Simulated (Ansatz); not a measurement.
Reaction (redistribution): `CCB1CC1` + `C[AsH]N[SiH3]` → `C[AsH]B1CC1` + `CCN[SiH3]`

Computed with Ansatz on PBE0-D4/def2-TZVP structures; ΔE is electronic, products minus reactants. CCSD(T)/CBS is the MP2 limit (def2-TZVPP, def2-QZVPP) plus CCSD(T) − MP2 in def2-TZVPP, frozen cores. DFT in def2-TZVPP. For As outer-core shells are correlated without core-valence functions, which leaves a few kJ/mol of doubt a bond. Scalar relativity is left out up to krypton. Each species was taken in one conformer, which may not be the lowest.

| level | ΔE (kJ/mol) | difference from CCSD(T)/CBS |
| --- | --- | --- |
| PBE0-D4 | 16.8 | -4.1 |
| ωB97X-V | 23.2 | 2.3 |
| ωB97M-V | 26.9 | 6.0 |
| B2PLYP | 21.9 | 1.0 |
| PBE0 | 14.9 | -6.0 |
| MP2/def2-TZVPP | 23.1 | 2.2 |
| CCSD/def2-TZVPP | 21.9 | 1.0 |
| CCSD(T)/def2-TZVPP | 21.1 | 0.2 |
| SCS-MP2/def2-QZVPP | 25.2 | 4.3 |
| MP2/CBS(def2) | 23.0 | 2.1 |
| CCSD(T)/CBS | 20.9 | 0 |

Largest T1 diagnostic among the species: 0.012.

The D4 term adds +3.6 kJ/mol with B3LYP and +1.9 kJ/mol with PBE0; it sums over pairs of atoms, weighted by their polarisabilities, and B3LYP, whose exchange is more repulsive, gets the larger term.

B3LYP here is the variant with VWN-RPA as its local correlation; programs differ in this.
